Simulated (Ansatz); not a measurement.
Reaction (ligand exchange at a W–F bond): `[F][W](=[S])(=[S])[Cl]` + HCl → `[S]=[W](=[S])([Cl])[Cl]` + H–F

Isolated molecules relaxed with PBE0-D4/def2-TZVP in Ansatz; ΔE leaves out vibrations. CBS: MP2 limit from def2 TZ/QZ plus the TZ coupled-cluster correction, frozen cores. This one scheme is used for every species. Functionals use def2-TZVPP. B3LYP here is the variant with VWN-RPA as its local correlation; programs differ in this. HSE06 is defined as in plane-wave codes. def2 core potentials past Kr. For W outer-core shells are correlated without core-valence functions, which leaves a few kJ/mol of doubt a bond.

`[F][W](=[S])(=[S])[Cl]`:

Z-matrix (Å, degrees):
```
W
F 1 1.843
S 1 2.111 2 109.3
Cl 1 2.241 2 112.8 3 121.0
S 1 2.111 2 109.3 3 -118.0
```

HCl:

```xyz
2

Cl    0.183    0.559    0.250
H    -0.183   -0.559   -0.250
```

`[S]=[W](=[S])([Cl])[Cl]`:

Cartesian coordinates in Å:
```
S 0.939 -1.700 0.825
W 0.000 0.000 0.000
S -1.226 -0.637 -1.594
Cl -1.285 0.954 1.569
Cl 1.573 1.382 -0.800
```

H–F:

Z-matrix (Å, degrees):
```
F
H 1 0.920
```

| level | ΔE (kJ/mol) | difference from CCSD(T)/CBS |
| --- | --- | --- |
| LDA (SPW92) | -5.7 | 12.4 |
| PBE-D4 | -5.6 | 12.5 |
| revPBE-D4 | -6.5 | 11.6 |
| BLYP-D4 | -0.5 | 17.6 |
| r2SCAN-D4 | -0.9 | 17.2 |
| B97M-V | 3.5 | 21.6 |
| PBE0-D4 | -11.6 | 6.5 |
| B3LYP-D4 | -5.2 | 12.9 |
| r2SCANh-D4 | -4.1 | 14.0 |
| HSE06-D4 | -12.3 | 5.8 |
| BHLYP-D4 | -9.2 | 8.9 |
| CAM-B3LYP-D4 | 4.0 | 22.1 |
| ωB97X-V | 3.9 | 22.0 |
| ωB97M-V | -1.5 | 16.6 |
| B2PLYP | -10.2 | 7.9 |
| PBE-QIDH | -21.6 | -3.5 |
| PBE | -0.6 | 17.5 |
| BLYP | 9.2 | 27.3 |
| r2SCAN | 0.2 | 18.3 |
| B3LYP | 3.1 | 21.2 |
| r2SCAN0 | -6.8 | 11.3 |
| HSE06 | -8.0 | 10.1 |
| BHLYP | -0.2 | 17.9 |
| CAM-B3LYP | 8.9 | 27.0 |
| LC-ωPBE | 9.3 | 27.4 |
| RPA@PBE/def2-TZVPP | -7.3 | 10.8 |
| HF/def2-SVP | 3.7 | 21.8 |
| MP2/def2-SVP | -23.8 | -5.7 |
| CCSD/def2-SVP | -1.7 | 16.4 |
| CCSD(T)/def2-SVP | -3.3 | 14.8 |
| HF/def2-TZVPP | 3.5 | 21.6 |
| MP2/def2-TZVPP | -39.9 | -21.8 |
| SCS-MP2/def2-TZVPP | -26.8 | -8.7 |
| CCSD/def2-TZVPP | -9.6 | 8.5 |
| HF/def2-QZVPP | 4.1 | 22.2 |
| MP2/def2-QZVPP | -42.3 | -24.2 |
| SCS-MP2/def2-QZVPP | -29.0 | -10.9 |
| HF/CBS(def2) | 4.2 | 22.3 |
| MP2/CBS(def2) | -44.3 | -26.2 |
| CCSD/CBS(def2) | -14.1 | 4.0 |
| CCSD(T)/CBS | -18.1 | 0 |

What do rigid-rotor, harmonic-oscillator terms from PBE0-D4/def2-TZVP frequencies (298.15 K, 1 bar) make of the CCSD(T)/CBS value? (Estimate.)

The calculation gave: ΔZPE = +4.5 kJ/mol, ΔH = -12.6 kJ/mol, ΔS = -8 J/(mol·K), ΔG = -10.3 kJ/mol.

Largest T1 diagnostic among the species: 0.022, so the coupled-cluster value is less sure than usual.

From BLYP to BHLYP (50 % exact exchange), in def2-TZVPP and without D4, ΔE moves by −9.4 kJ/mol. In def2-TZVPP, CCSD(T) changes the Hartree–Fock value by −17.2 kJ/mol (the triples alone add −4.0 kJ/mol) and MP2 by −43.5 kJ/mol.
